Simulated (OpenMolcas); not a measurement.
**What dynamic correlation does to the levels of Ne²⁺**

```json
{"Program": "OpenMolcas", "Basis": "ANO-RCC-VQZP [5s4p3d2f1g]", "Scalar Hamiltonian": "DKH2, point nucleus", "Active space": "6 electrons in 9 orbitals (RAS2 2s 2p; RAS3 3d, at most 2 electrons)", "State averaging": "2S+1 = 3 even, 3 roots; 2S+1 = 1 even, 6 roots; 2S+1 = 3 odd, 3 roots; 2S+1 = 1 odd, 3 roots", "Spin-orbit coupling": "state interaction with AMFI integrals over the reference wave functions, term energies averaged over their components"}
```

Methods on the same reference wave functions:
A. RASSCF
B. SS-RASPT2, IPEA 0.25 Eh, imaginary shift 0.1 Eh (closed shells correlated: 1s)
C. XMS-RASPT2, IPEA 0.25 Eh, imaginary shift 0.1 Eh (closed shells correlated: 1s)

Energies in cm-1 above 2s2 2p4 3P2, the measured ground level; measured values from Moore, Atomic Energy Levels, vol. I, NSRDS-NBS 35 (1971 reprint of NBS Circular 467, 1949).

```json
{"Level": "2s2 2p4 3P2", "A": "0.0", "B": "0.0", "C": "0.0", "Measured": "0.0"}
{"Level": "2s2 2p4 3P1", "A": "599", "B": "600", "C": "600", "Measured": "650"}
{"Level": "2s2 2p4 3P0", "A": "884", "B": "884", "C": "884", "Measured": "927"}
{"Level": "2s2 2p4 1D2", "A": "27197", "B": "25900", "C": "25980", "Measured": "25841"}
{"Level": "2s2 2p4 1S0", "A": "57803", "B": "55690", "C": "56040", "Measured": "55747"}
{"Level": "2s 2p5 3P* 2", "A": "207386", "B": "204490", "C": "204420", "Measured": ""}
{"Level": "2s 2p5 3P* 1", "A": "207964", "B": "205070", "C": "205000", "Measured": "204879"}
{"Level": "2s 2p5 3P* 0", "A": "208255", "B": "205360", "C": "205290", "Measured": "205204"}
{"Level": "2s 2p5 1P* 1", "A": "298328", "B": "291300", "C": "291250", "Measured": ""}
```

Deviations, from unrounded energies. A percentage is the sum of absolute deviations over the sum of measured energies, with the sign that they share, or ± where signs differ.

```
                        Against measurement  Levels     A     B     C
             mean absolute deviation (cm-1)       6  1600    93   120
      fine structure of the ground term (%)       2  -6.0  -5.9  -5.9
other terms of the ground configuration (%)       2  +4.2  ±0.1  +0.5
                   other configurations (%)       2  +1.5  +0.1  +0.1
```

B lies closest to measurement on these levels and A furthest from it. The largest miss of B in the table is 2s 2p5 3P* 1, by +190 cm-1. The ranking rests on the paired levels alone, and a cruder setting can come out closer through cancelling errors.

Between B and C the level of the table that moves most is 2s2 2p4 1S0, by 350 cm-1 (lowest in B, highest in C). Moves below CASPT2's spread within the term are not significant.

The mean deviations of B to C differ by less than CASPT2's widest spread within a term (300 cm-1), so their order carries little weight.

From A to B the spin-free energies of the other terms of 2s2 2p4 shown, above 3P, scale by factors of 0.95 to 0.96.

The lowest spin-free term lies below A's lowest term by 0.119 hartree in B, 0.121 hartree in C.

Term energies are means over components that CASPT2 splits; among the terms shown or strongly mixed into the levels shown the widest spread is 300 cm-1 (2s2 2p4 1D, C). Active for correlation alone: 3d; no level in the range computed is led by a configuration that fills it, so any true level of that kind is missing. Measured partners are found by configuration, term and J. A level has none where our copy of the source lacks it or the pairing is in doubt (some pairs that miss far off the trend of their configuration count as doubtful), and it then counts in no deviation. Only configurations of the active space appear.

* marks odd parity.
